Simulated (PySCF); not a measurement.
Vertical excitations of a molecule C₅H₃N₃ from TDA-PBE/def2-SVPD run with PySCF, as energy in eV (oscillator strength): 3.27 (0.002), 3.75 (0.003), 4.74 (0.000), 4.98 (0.121), 5.20 (0.000), 5.44 (0.000), 5.59 (0.002), 5.69 (0.074), 5.96 (0.203), 5.98 (0.000). Lowest triplet (TDA): 2.78 eV. Coordinates come from a PBE0-D3(BJ)/def2-SVP optimisation. The values are those of a single conformer.

### Question
Identify the compound among the candidates.
A) N#Cc1cnccn1
B) N#Cc1ncccn1
C) N#Cc1ccncn1
D) N#Cc1cncnc1

### Answer
A, N#Cc1cnccn1
